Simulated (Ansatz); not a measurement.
Born–Oppenheimer molecular dynamics of BrCl2H3OSi (8 atoms, charge 0, multiplicity 1). It starts at the highest image of a converged band, a first-order saddle point between two minima.

Theory: Ansatz, RKS B3LYP/def2-SVP.

| Property | Result |
| --- | --- |
| ensemble | NVE (velocity Verlet) |
| time step | 0.5 fs |
| steps asked | 192 |
| starting velocities drawn for | 300 K |
| seed | 5766 |

First frame:

```xyz
8
Properties=species:S:1:pos:R:3
Si -0.468 -0.477 -0.273
O 0.852 0.346 0.677
Cl 0.308 -1.446 -1.898
Cl -0.610 -1.985 1.212
H -1.849 0.011 -0.293
H 0.867 1.315 0.257
Br -0.015 2.030 -1.323
H 0.915 0.205 1.640
```

Question: How far do the bonds stretch over the last three quarters of this one trajectory? (Pairs bonded in most of those frames.)

Answer: 
| bond | mean (Å) | spread (Å) | shortest | longest |
| --- | --- | --- | --- | --- |
| Si1–O2 | 1.871 | 0.030 | 1.79 | 1.94 |
| Si1–Cl3 | 2.055 | 0.010 | 2.04 | 2.07 |
| Si1–Cl4 | 2.165 | 0.031 | 2.12 | 2.22 |
| Si1–H5 | 1.477 | 0.049 | 1.41 | 1.55 |
| Si1–Br7 | 2.621 | 0.103 | 2.40 | 2.71 |
| O2–H6 | 1.009 | 0.019 | 0.97 | 1.05 |
| O2–H8 | 0.976 | 0.010 | 0.96 | 0.99 |

Mean temperature of the second half: 221 K. The conserved energy stayed within 0.11 meV per atom of its start (net change 0.02 meV per atom), so the integration is sound. A run of 0.096 ps of so small a system gives no equilibrium averages. The orbitals stay closed-shell, which can raise the energy where a bond breaks towards radicals; this wasn't checked here.

The run took 9.5 min on 2 threads of Intel(R) Xeon(R) Platinum 8488C (Sapphire Rapids), with other jobs on the host, peak memory 0.32 GiB.
